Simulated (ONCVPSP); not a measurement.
# Cutoff test, titanium (Ti), ONCV

| Item | Value |
| --- | --- |
| Element | titanium (Ti) |
| Generator | ONCVPSP 4.0.1 |
| Type | optimised norm-conserving Vanderbilt (ONCV) |
| Functional | PBE |
| Relativity | non-relativistic |
| Frozen core | [Ne] |
| Valence charge | 12 |
| Reference configuration | 3s2 3p6 3d2 4s1.75 4p0.25 |
| Partial waves | 3s+4s: rc 1.95 bohr, ncon 4, nbas 7, qcut 5.2 1/bohr, 2 projectors; 3p+4p: rc 2.00 bohr, ncon 4, nbas 9, qcut 6.3 1/bohr, 2 projectors; 3d: rc 1.35 bohr, ncon 4, nbas 9, qcut 13.3 1/bohr, 1 projector |
| Local potential | polynomial inside 1.00 bohr (lpopt 5, dvloc0 4 Ha) |
| Core correction | Teter function, fcfact 2.25, rcfact 1.5 |

Task: For each optimised wave give the share of its norm inside rc, the residual kinetic energy above qcut (Ha) and the cutoffs (Ha) for errors of 10, 1, 0.1 and 0.01 mHa per electron.

Result:

```
wave  norm inside rc  residual KE  10 mHa  1 mHa  0.1 mHa  0.01 mHa
  3s           0.979      4.4e-06     5.8    7.7      9.2      11.3
  4s           0.081      3.8e-05     4.2    6.1     10.4      26.8
  3p           0.962      1.2e-05    12.3   15.3     17.7      20.9
  4p           0.032      2.6e-06     8.1   12.4     15.7      18.5
  3d           0.498      6.0e-08    42.3   54.1     63.7      71.7
```

The occupied waves need 54 Ha and 64 Ha for 1 and 0.1 mHa.
